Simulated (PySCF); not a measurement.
Substituent effects on chemical shifts

Parent skeleton `[BH3-:1][NH2+:2][CH3:3]`; one hydrogen on atom 3 is replaced by X. Hydrogens on one atom are averaged.

Theoretical values (PySCF 2.14): GIAO PBE0/pcSseg-1 shieldings, structure optimised with PBE0-D3(BJ)/def2-SVP. Non-relativistic, single conformer, isolated molecule, one averaged value for each set of equivalent atoms.

δ = σ(ref) − σ, references computed at the same level: BF3·OEt2 for ¹¹B (σ = 100.73 ppm); ¹⁵N (σ = 265.67 ppm) against NH3; ¹³C (σ = 184.41 ppm) and ¹H (σ = 31.27 ppm) vs TMS.

Parent (X = H): B1 -21.1, N2 49.3, C3 35.6, H(B1) 2.10, H(C3) 2.46 ppm. Effects are Δδ = δ(X) − δ(H), positive for deshielding.

Q: Give Δδ (ppm) for X = allyl, OCOCH3, C2F5.

A: 
```csv
X,SMILES,B1,N2,C3,H(B1),H(C3)
allyl,[BH3-][NH2+]CCC=C,-4.0,+2.2,+9.9,-0.16,-0.01
OCOCH3,[BH3-][NH2+]COC(C)=O,-4.5,+18.8,+39.8,-0.16,+2.01
C2F5,[BH3-][NH2+]CC(F)(F)C(F)(F)F,+0.2,-5.7,+14.3,+0.14,+0.65
```

Q: Which position responds most, and to which substituents?

A: C3: from +9.9 ppm with allyl to +39.8 ppm with OCOCH3.

Experimental scales use liquid or dissolved standards, which lie at an offset from isolated NH3 (liquid NH3: subtract about 20 ppm).
